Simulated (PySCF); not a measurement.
# Ionisation energy of Pt²⁺ by level of theory

Pt²⁺ [Xe] 4f14 5d8 (3F) → Pt³⁺ [Xe] 4f14 5d7 (4F), as a difference of total energies. Calculation: PySCF 2.14, in x2c-TZVPPall with one added diffuse shell each of s, p, d, f type (12s8p8d4f1g, 113 functions); scalar relativity by spin-free X2C-1e. Correlated levels: valence and next inner shell: [Kr] 4d10 4f14 frozen. The calculations carry no spin-orbit coupling.

```
                                method  ionisation energy (eV)
                                   UHF                  29.158
    MP2 (valence and next inner shell)                  30.721
SCS-MP2 (valence and next inner shell)                  30.621
   CCSD (valence and next inner shell)                  30.547
CCSD(T) (valence and next inner shell)                  30.624
```

Task: How much does correlation contribute at CCSD(T) (valence and next inner shell)?

Result: 30.624 − (29.158) = 1.466 eV, measured against UHF.

A first-order spin-orbit estimate (lowest level to lowest level, LS coupling) adds -0.075 eV.

Errors of the correlated levels include the incompleteness of this basis and the frozen core.

For comparison: 29 ± 1.6 eV (theoretical estimate listed by NIST; NIST Atomic Spectra Database, ionization energies).
